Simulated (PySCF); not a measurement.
SiOBr2, SMILES O=[Si](Br)Br. Coordinates come from a B3LYP-D3(BJ)/def2-SVP optimisation.

Computed equilibrium geometry at B3LYP-D3(BJ)/def2-SVP (PySCF confirms it by a frequency run) as bond lengths and angles, and its point group:
point group C2v.
Atoms: Si1 O2 Br3 Br4. Bonded distances (Å): Si1–O2 1.528, Si1–Br3 2.197, Si1–Br4 2.197. Bond angles (°): O2–Si1–Br3 125.4, O2–Si1–Br4 125.4, Br3–Si1–Br4 109.2.
Charge 0, spin multiplicity 1.
